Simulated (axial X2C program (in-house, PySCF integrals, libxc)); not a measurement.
# RbTe: from Re and ωe to a spectrum

A bond curve at the CCSD(T) level, 2c, was computed with an in-house relativistic program for diatomic molecules (basis Te dyall-cv3z [11s12p8d4f1g], Rb dyall-cv3z [12s13p8d4f1g] (cores contracted in-house)) for the state Ω = 3/2 (⟨Sz⟩ = 0.50, ⟨Lz⟩ = 1.00 at HF). Its fit gives Re = 3.3210 Å, ωe = 125.0 cm⁻¹, ωexe = 0.269 cm⁻¹ and αe = 9.326e-05 cm⁻¹; the masses are 129.9062 and 84.9118 u. Two-component means X2C with spin–orbit coupling and atomic mean-field Coulomb and Gaunt terms.

Correlated methods: 15 electrons correlated (number of frozen shells: Te 4 s, 3 p, 2 d; Rb 3 s, 2 p, 1 d), 311 virtual spin orbitals or spinors in MP2, 90 natural virtuals in coupled cluster.

Question: Find the reduced mass, Be and the force constant.

Answer: From the CCSD(T) values: μ = 51.3484 u. Be = 16.8576/(μ Re²) = 0.02977 cm⁻¹. k = 5.8918×10⁻⁷ μ ωe² = 0.473 mdyn/Å.

Question: A Morse curve ties αe to the other constants (Pekeris). How well does that hold?

Answer: αe(Morse) = 6Be²/ωe × (√(ωexe/Be) − 1) = 8.532e-05 cm⁻¹; the CCSD(T) curve gives 9.326e-05 cm⁻¹, a ratio of 0.91.

Question: Where do the fundamental and the first overtone lie?

Answer: ν(1←0) = ωe − 2ωexe = 124.5 cm⁻¹; ν(2←0) = 2ωe − 6ωexe = 248.4 cm⁻¹.

Question: Estimate De from a Morse curve and compare with the computed well depth of 1.979 eV to Te + Rb.

Answer: De(Morse) = ωe²/(4ωexe) = 1.800 eV against 1.979 eV computed, a ratio of 0.91. For De the Morse form works well here.

Question: Estimate the centrifugal constant by the Kratzer relation.

Answer: D = 4Be³/ωe² = 6.75e-09 cm⁻¹.

Occupations by symmetry block were frozen at the best pattern of an incomplete PBE0 search. De is counted from the lowest determinant-based energies of the atoms at the same level, without counterpoise correction. Coupled cluster ran in a truncated set of natural virtual spinors; the MP2 energy of the rest was added. (T) has no such correction and the atoms are truncated less, which lowers De at CCSD(T) by a hundredth of an eV or more. Other states lie close and PBE0, whose exact exchange favours high spin, may order them wrongly; the determinant shown need not be the ground state. The nearest other 2c determinant of the search, Ω = 1/2, lies 0.23 eV up at the distance of the search. With the outer-core shells frozen, correlated bond lengths of heavy atoms tend to come out a few hundredths of an ångström too long.
